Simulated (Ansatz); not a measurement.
## Ligand exchange: InH2F + SiH2(NH2)(SiH3) → InH2(NH2) + SiH2(SiH3)F

Species: InH2F `[F][InH2]`, singlet; SiH2(NH2)(SiH3), singlet; InH2(NH2), singlet; SiH2(SiH3)F, singlet. The partners trade F for NH2: In–F and Si–NH2 bonds give way to In–NH2 and Si–F.

Shapes, held fixed at every level: PBE0-D4/def2-TZVP. Flexible molecules stand in one conformer, not always the lowest. Programs: Ansatz 0.2.0. Electronic energies: no zero-point or thermal term.

```json
{"level": "HF/def2-TZVPP", "kind": "Hartree–Fock", "ΔE (kJ/mol)": "-25.6", "less CCSD(T)/def2-TZVPP": "+4.3"}
{"level": "SPW92/def2-TZVPP", "kind": "LDA", "ΔE (kJ/mol)": "-25.7", "less CCSD(T)/def2-TZVPP": "+4.2"}
{"level": "r2SCAN-D4/def2-TZVPP", "kind": "meta-GGA", "ΔE (kJ/mol)": "-20.0", "less CCSD(T)/def2-TZVPP": "+9.9"}
{"level": "B3LYP-D4/def2-TZVPP", "kind": "global hybrid", "ΔE (kJ/mol)": "-20.5", "less CCSD(T)/def2-TZVPP": "+9.4"}
{"level": "r2SCAN0-D4/def2-TZVPP", "kind": "global hybrid", "ΔE (kJ/mol)": "-21.8", "less CCSD(T)/def2-TZVPP": "+8.1"}
{"level": "CCSD/def2-TZVPP", "kind": "coupled cluster or CI", "ΔE (kJ/mol)": "-30.0", "less CCSD(T)/def2-TZVPP": "-0.1"}
{"level": "CCSD(T)/def2-TZVPP", "kind": "coupled cluster or CI", "ΔE (kJ/mol)": "-29.9", "less CCSD(T)/def2-TZVPP": "0.0"}
```

The highest level, CCSD(T)/def2-TZVPP, gives ΔE = -29.9 kJ/mol; the levels span -30.0 to -20.0. The column of differences is taken from that level and isn't an error. No measured value is set beside it here. For atoms past krypton def2 sets carry core potentials with scalar relativity. Outer-core shells of In are correlated, in sets that cover them unevenly.
